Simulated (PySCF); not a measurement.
A species of formula C7H9NOSi has this rotational fingerprint, computed with PBE0/pcSseg-1 in PySCF (dipole) on a GFN2-xTB geometry, gas phase:

```
Rotational constants : A = 3707, B = 499.9, C = 452.0 MHz
Dipole components    : |μa| = 6.61 D, |μb| = 0.28 D, |μc| = 0.72 D
Inertial defect      : -29.15 u·Å²
κ                    : -0.97
```

Problem. Which structure is it? (One computed conformer of each.)
A. `[N:1]#[C:2]/[CH:3]=[CH:4]/[C:5]1=[CH:6][CH2:7][SiH2:8][CH2:9][O:10]1` with C3–C4–C5–C6 180°, C5–C6–C7–Si8 -15°, C6–C7–Si8–C9 37°, C7–Si8–C9–O10 -54°, Si8–C9–O10–C5 48°
B. `[CH2:1]=[CH:2][C:3]1=[C:4]([Si@@H:5]([C:6]#[N:7])[O:8][CH3:9])[CH2:10]1` with C1–C2–C3–C4 -178°, C3–C4–Si5–C6 -116°, C4–Si5–O8–C9 -175°
C. `[O:1]=[CH:2][c:3]1[cH:4][cH:5][c:6]([NH:7][SiH3:8])[cH:9][cH:10]1` with O1–C2–C3–C4 0°, C5–C6–N7–Si8 -179°
D. `[CH3:1]/[C:2]([CH:3]=[O:4])=[CH:5]/[CH:6]=[CH:7]/[SiH2:8][C:9]#[N:10]` with C1–C2–C3–O4 -176°, C2–C5–C6–C7 -178°, C6–C7–Si8–C9 147°
E. `[CH2:1]=[C:2]1[CH:3]=[C:4]([C:5](=[O:6])[SiH2:7][NH2:8])[C:9]1=[CH2:10]` with C3–C4–C5–O6 177°, C4–C5–Si7–N8 170°, C5–Si7–N8–H 167° and 19°
F. `[N:1]#[C:2][C@@H:3]([SiH3:4])[CH2:5][c:6]1[cH:7][cH:8][cH:9][o:10]1` with C2–C3–C5–C6 -178°, C3–C5–C6–C7 120°

Solution. A. It is N#C/C=C/C1=CC[SiH2]CO1, a near-prolate asymmetric top, point group C1. The candidates at the same level (rigid rotor, commonest isotopes):

| SMILES | A (MHz) | B (MHz) | C (MHz) | μa (D) | μb (D) | μc (D) | Δ (u·Å²) | point group | rotor |
| --- | --- | --- | --- | --- | --- | --- | --- | --- | --- |
| N#C/C=C/C1=CC[SiH2]CO1 | 3707 | 499.9 | 452.0 | 6.61 | 0.28 | 0.72 | -29.15 | C1 | near-prolate asymmetric top |
| C/C(C=O)=C/C=C/[SiH2]C#N | 2780 | 393.6 | 354.5 | 4.47 | 0.88 | 1.31 | -40.16 | C1 | near-prolate asymmetric top |
| C=C1C=C(C(=O)[SiH2]N)C1=C | 2641 | 623.7 | 508.5 | 0.56 | 2.15 | 0.58 | -7.63 | C1 | asymmetric top |
| C=CC1=C([Si@@H](C#N)OC)C1 | 1715 | 620.8 | 507.6 | 1.88 | 3.10 | 1.44 | -113.17 | C1 | asymmetric top |
| N#C[C@@H]([SiH3])Cc1ccco1 | 2468 | 663.5 | 602.7 | 4.28 | 1.40 | 0.08 | -127.97 | C1 | near-prolate asymmetric top |
| O=Cc1ccc(N[SiH3])cc1 | 4414 | 505.6 | 456.0 | 5.22 | 0.24 | 0.00 | -5.84 | Cs | near-prolate asymmetric top |

`C/C(C=O)=C/C=C/[SiH2]C#N` has A 25 % too low; `N#C[C@@H]([SiH3])Cc1ccco1` has A 33 % too low; `O=Cc1ccc(N[SiH3])cc1` has A 19 % too high; `C=C1C=C(C(=O)[SiH2]N)C1=C` has A 29 % too low; `C=CC1=C([Si@@H](C#N)OC)C1` has A 54 % too low. No structure here is proved a minimum.
